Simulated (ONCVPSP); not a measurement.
Which setting gave this result? (chlorine (Cl), ONCV)

Base potential:

```json
{
 "Element": "Cl (Z = 17)",
 "Generator": "ONCVPSP 4.0.1",
 "Type": "optimised norm-conserving Vanderbilt (ONCV)",
 "Functional": "Wu-Cohen",
 "Relativity": "scalar-relativistic",
 "Frozen core": "[Ne]",
 "Valence charge": "7",
 "Reference configuration": "3s2 3p5",
 "Partial waves": "3s: rc 1.05 bohr, ncon 3, nbas 8, qcut 6.7 1/bohr, 2 projectors, debl 1.7 Ha; 3p: rc 1.15 bohr, ncon 4, nbas 8, qcut 8.2 1/bohr, 3 projectors, debl 3.6 Ha; d scattering state at 0.03 Ha: rc 1.20 bohr, ncon 4, nbas 9, qcut 7.9 1/bohr, 1 projector",
 "Local potential": "polynomial inside 0.95 bohr (lpopt 3, dvloc0 0 Ha)",
 "Core correction": "Teter function, fcfact 5, rcfact 1.25"
}
```

Cutoffs, loose and tight: the cutoffs (Ha) at which the residual kinetic energy of the hardest occupied pseudo-wave falls to 1 and 0.1 mHa per electron. They do not see the model core or the augmentation charge, which bear on the density cutoff. Test errors are all-electron minus pseudo excitation energies from the reference, over the configurations 3s2 3p4; 3s2 3p3; 3s2 3p2; 3s2 3p1; variants that change the core or the reference have their own tests.

Only the scale of all radii but the core radius (base = 1) is moved (1 further runs of the sweep failed or gave no value and are left out):

```tsv
scale of all radii but the core radius (base = 1)	cutoff, loose	cutoff, tight	bound ghosts	largest test error (meV)	median size of the test errors
0.85	258 Ha	300 Ha	s, p	+89	16.9 meV
0.96	25 Ha	184 Ha	s, p	+115	23.5 meV
1.04	16 Ha	43 Ha	s, p	+126	25.5 meV
1.08	17 Ha	20 Ha	p	+143	28.8 meV
1.12	17 Ha	21 Ha	p	+147	29.2 meV
1.2	17 Ha	22 Ha	none	+153	31.5 meV
1.25	17 Ha	23 Ha	none	+156	31.8 meV
1.33	16 Ha	22 Ha	none	+158	32.5 meV
```

One more run gave cutoff, loose: 232 Ha; cutoff, tight: 279 Ha; bound ghosts: s, p; largest test error (meV): +97; median size of the test errors: 18.1 meV. Which value of the scale of all radii but the core radius (base = 1) was used?

0.88. The median size of the test errors moves one way along this sweep, from 16.9 meV at 0.85 to 32.5 meV at 1.33, which places the run between 0.85 and 0.96.
